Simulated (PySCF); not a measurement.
Several species in one continuum solvent.

Level: wB97X-D/def2-SVPD in PySCF, non-relativistic, each on one gas-phase PBE0-D3(BJ)/def2-SVP geometry that isn't relaxed in the solvent. The solvent is an IEF-PCM continuum (cavity from Bondi-type radii × 1.2). Specific hydrogen bonds and non-electrostatic terms are outside this model.

Question: Order them by E(solvent) − E(gas) in cyclohexane (ε = 2.017), most negative first (kcal/mol).
A. `CC#C[SiH]([SiH3])[SiH3]`
B. `[SiH3:1][C:2]#[C:3][SiH2:4][CH2:5][SiH3:6]` with C3–Si4–C5–Si6 58°
C. `[CH2:1]=[CH:2][CH2:3][C:4]([C:5]#[N:6])([C:7]#[N:8])[C:9]#[N:10]` with C1–C2–C3–C4 111°, C2–C3–C4–C5 -62°

Answer: C (-3.9), A (-0.9), B (-0.7).

```csv
SMILES,charge,ΔE (kcal/mol),polarisation term (kcal/mol),HOMO shift (eV),dipole gas (D),dipole solvent (D),atoms,"lowest singlet, gas (eV)","lowest singlet, solvent (eV)"
C=CCC(C#N)(C#N)C#N,0,-3.9,-4.2,+0.27,4.19,4.58,15,7.12,6.92
CC#C[SiH]([SiH3])[SiH3],0,-0.9,-1.0,+0.01,1.67,1.81,16,5.69,5.70
[SiH3]C#C[SiH2]C[SiH3],0,-0.7,-0.7,0.00,0.80,0.93,16,5.51,5.53
```

The polarisation term is half the interaction of the solute with the induced surface charges. Singlets are vertical TDDFT energies (frozen core, non-equilibrium response), the lowest in each medium.

The pairwise dispersion term of wB97X-D wasn't added to the energies; at a given geometry it leaves orbitals and properties as they are.
